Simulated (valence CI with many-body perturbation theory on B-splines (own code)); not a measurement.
Cs⁴⁷⁺: E2, E3, M1, M2 decay

Level of theory: configuration interaction combined with many-body perturbation theory (CI+MBPT): six valence electrons over a frozen Dirac-Fock core [He], radial functions for each j: 9 s, 9 p, 8 d, 6 f, 3 g, 1 h, with the one-electron correlation potential Σ1, the two-electron term Σ2, the three-electron term Σ3, Breit, model QED; selected CI, second order for the rest, scaled by the run's own slope (own B-spline code, finite nucleus).

The last digits are not significant, and no measured levels were compared; by estimate large intervals hold to a few tenths of a per cent, small ones and those within an open d or f shell to about a per cent. Among the levels kept, up to 2400 cm⁻¹ of a level comes from second order outside the variational space, and about a tenth of that is noise between levels of different J, which matters for small intervals.

Lines 1 to 50 of 56 in falling wavelength, among levels below 390.37 Ry, chosen from the decays that carry over 1 % of a level's rate. Wavelengths and rates use the calculated energies. Electric multipoles are in the length gauge with retardation, E1 and E2 with the static RPA response of the core. M1 uses the relativistic operator with retardation. Weak lines are less certain than strong ones. Lines between different terms over intervals too small for the method are left out, as are lines whose strength nearly cancels. The highest levels of a list are the least certain.

Levels are named by their leading jj configuration (3d3/2^4 stands for four electrons in 3d with j = 3/2), which in mixed levels can hold well under half, so a name can repeat and another be missing. Letters in brackets count levels of one name in rising energy.

```
λ vac (nm)                               Upper                       Lower  Type   A (s⁻¹)  Branch %
     31.73          (2s^2 2p1/2^2 2p3/2^2) J=0  (2s^2 2p1/2^2 2p3/2^2) J=2    E2  3.27e+01     100.0
     3.829            (2s^2 2p1/2 2p3/2^3) J=1  (2s^2 2p1/2^2 2p3/2^2) J=0    M1  1.19e+08      23.4
     3.416            (2s^2 2p1/2 2p3/2^3) J=1  (2s^2 2p1/2^2 2p3/2^2) J=2    M1  3.89e+08      76.5
     3.265            (2s^2 2p1/2 2p3/2^3) J=2  (2s^2 2p1/2^2 2p3/2^2) J=2    M1  2.39e+08      99.6
     3.147                  (2s^2 2p3/2^4) J=0    (2s^2 2p1/2 2p3/2^3) J=1    M1  1.06e+09      93.3
    0.2882      (2s^2 2p1/2^2 2p3/2 3d5/2) J=4    (2s 2p1/2^2 2p3/2^3) J=2    E2  4.40e+08       1.4
    0.2667  (2s^2 2p1/2 2p3/2^2 3d5/2) J=4 [a]    (2s 2p1/2^2 2p3/2^3) J=2    E2  4.22e+08       1.3
    0.2655      (2s 2p1/2^2 2p3/2^2 3p1/2) J=3    (2s 2p1/2^2 2p3/2^3) J=2    E2  1.57e+11       2.0
    0.2651      (2s^2 2p1/2^2 2p3/2 3p1/2) J=2  (2s^2 2p1/2^2 2p3/2^2) J=0    E2  6.98e+10      17.4
    0.2649  (2s^2 2p1/2 2p3/2^2 3p1/2) J=1 [a]    (2s^2 2p1/2 2p3/2^3) J=2    E2  4.19e+10      27.5
    0.2645  (2s^2 2p1/2 2p3/2^2 3p1/2) J=2 [a]    (2s^2 2p1/2 2p3/2^3) J=2    E2  5.51e+09       2.5
    0.2639  (2s^2 2p1/2 2p3/2^2 3p1/2) J=1 [a]    (2s^2 2p1/2 2p3/2^3) J=1    E2  4.07e+10      26.7
    0.2639  (2s^2 2p1/2 2p3/2^2 3p1/2) J=1 [a]    (2s^2 2p1/2 2p3/2^3) J=1    M1  1.70e+09       1.1
    0.2636      (2s^2 2p1/2 2p3/2^2 3p1/2) J=3    (2s^2 2p1/2 2p3/2^3) J=2    E2  2.30e+11      74.0
    0.2635  (2s^2 2p1/2 2p3/2^2 3p1/2) J=2 [a]    (2s^2 2p1/2 2p3/2^3) J=1    E2  1.91e+11      86.4
    0.2631      (2s^2 2p1/2^2 2p3/2 3p1/2) J=1  (2s^2 2p1/2^2 2p3/2^2) J=2    E2  2.05e+11      72.5
    0.2630      (2s^2 2p1/2^2 2p3/2 3p1/2) J=2  (2s^2 2p1/2^2 2p3/2^2) J=2    E2  2.71e+11      67.5
    0.2627      (2s^2 2p1/2 2p3/2^2 3p1/2) J=3    (2s^2 2p1/2 2p3/2^3) J=1    E2  3.79e+10      12.2
    0.2623  (2s^2 2p1/2 2p3/2^2 3p1/2) J=2 [b]    (2s^2 2p1/2 2p3/2^3) J=2    E2  1.24e+11      13.3
    0.2619  (2s^2 2p1/2 2p3/2^2 3p1/2) J=1 [b]    (2s^2 2p1/2 2p3/2^3) J=2    E2  1.13e+11      30.5
    0.2613  (2s^2 2p1/2 2p3/2^2 3p1/2) J=2 [b]    (2s^2 2p1/2 2p3/2^3) J=1    E2  1.92e+10       2.1
    0.2610  (2s^2 2p1/2 2p3/2^2 3p1/2) J=1 [b]    (2s^2 2p1/2 2p3/2^3) J=1    E2  1.15e+11      31.2
    0.2603      (2s^2 2p1/2 2p3/2^2 3p1/2) J=0    (2s^2 2p1/2 2p3/2^3) J=2    E2  2.42e+11      28.2
    0.2592  (2s^2 2p1/2 2p3/2^2 3p3/2) J=3 [a]    (2s^2 2p1/2 2p3/2^3) J=2    E2  1.95e+10       2.3
    0.2591  (2s^2 2p1/2 2p3/2^2 3p3/2) J=2 [a]    (2s^2 2p1/2 2p3/2^3) J=2    E2  1.59e+10       1.5
    0.2589      (2s^2 2p1/2 2p3/2^2 3p3/2) J=0    (2s^2 2p1/2 2p3/2^3) J=2    E2  2.04e+10       5.7
    0.2585      (2s^2 2p1/2^2 2p3/2 3p3/2) J=2  (2s^2 2p1/2^2 2p3/2^2) J=0    E2  8.35e+10      26.0
    0.2583  (2s^2 2p1/2 2p3/2^2 3p3/2) J=3 [a]    (2s^2 2p1/2 2p3/2^3) J=1    E2  4.60e+10       5.5
    0.2583  (2s^2 2p1/2 2p3/2^2 3p3/2) J=1 [a]    (2s^2 2p1/2 2p3/2^3) J=2    E2  4.97e+09       1.2
    0.2582  (2s^2 2p1/2 2p3/2^2 3p3/2) J=2 [a]    (2s^2 2p1/2 2p3/2^3) J=1    E2  7.57e+10       7.1
    0.2581  (2s^2 2p1/2 2p3/2^2 3p3/2) J=3 [b]    (2s^2 2p1/2 2p3/2^3) J=2    E2  6.76e+10       9.0
    0.2579      (2s^2 2p1/2 2p3/2^2 3p3/2) J=4    (2s^2 2p1/2 2p3/2^3) J=2    E2  6.98e+10      18.2
    0.2574      (2s^2 2p1/2^2 2p3/2 3p3/2) J=3  (2s^2 2p1/2^2 2p3/2^2) J=2    E2  1.47e+11      45.2
    0.2574      (2s^2 2p1/2^2 2p3/2 3p3/2) J=1  (2s^2 2p1/2^2 2p3/2^2) J=2    E2  1.56e+11      41.3
    0.2574  (2s^2 2p1/2 2p3/2^2 3p3/2) J=1 [a]    (2s^2 2p1/2 2p3/2^3) J=1    E2  5.82e+10      14.0
    0.2572  (2s^2 2p1/2 2p3/2^2 3p3/2) J=3 [b]    (2s^2 2p1/2 2p3/2^3) J=1    E2  2.15e+10       2.9
    0.2570  (2s^2 2p1/2 2p3/2^2 3p3/2) J=1 [b]    (2s^2 2p1/2 2p3/2^3) J=2    E2  1.44e+11       5.3
    0.2565  (2s^2 2p1/2 2p3/2^2 3p3/2) J=2 [b]    (2s^2 2p1/2 2p3/2^3) J=2    E2  1.75e+11       2.0
    0.2561  (2s^2 2p1/2 2p3/2^2 3p3/2) J=1 [b]    (2s^2 2p1/2 2p3/2^3) J=1    E2  8.55e+10       3.1
    0.2554      (2s^2 2p1/2^2 2p3/2 3p3/2) J=0  (2s^2 2p1/2^2 2p3/2^2) J=2    E2  4.17e+11      38.8
    0.2531  (2s^2 2p1/2 2p3/2^2 3d5/2) J=4 [a]    (2s^2 2p1/2 2p3/2^3) J=2    M2  6.87e+08       2.1
    0.2520  (2s^2 2p1/2 2p3/2^2 3d5/2) J=4 [b]    (2s^2 2p1/2 2p3/2^3) J=2    M2  8.76e+09      23.7
    0.2514      (2s^2 2p1/2^2 2p3/2 3d5/2) J=4  (2s^2 2p1/2^2 2p3/2^2) J=2    M2  5.55e+09      17.2
    0.2514      (2s^2 2p1/2^2 2p3/2 3d5/2) J=4  (2s^2 2p1/2^2 2p3/2^2) J=2    E3  3.83e+08       1.2
    0.2402  (2s^2 2p1/2 2p3/2^2 3p3/2) J=3 [a]  (2s^2 2p1/2^2 2p3/2^2) J=2    E2  5.78e+10       6.9
    0.2400  (2s^2 2p1/2 2p3/2^2 3p3/2) J=2 [a]  (2s^2 2p1/2^2 2p3/2^2) J=2    E2  6.91e+10       6.4
    0.2399      (2s^2 2p1/2 2p3/2^2 3p3/2) J=0  (2s^2 2p1/2^2 2p3/2^2) J=2    E2  1.48e+11      41.5
    0.2393  (2s^2 2p1/2 2p3/2^2 3p3/2) J=1 [a]  (2s^2 2p1/2^2 2p3/2^2) J=2    E2  1.16e+11      27.8
    0.2392  (2s^2 2p1/2 2p3/2^2 3p3/2) J=3 [b]  (2s^2 2p1/2^2 2p3/2^2) J=2    E2  1.19e+11      15.8
    0.2390      (2s^2 2p1/2 2p3/2^2 3p3/2) J=4  (2s^2 2p1/2^2 2p3/2^2) J=2    E2  1.87e+11      48.9
```
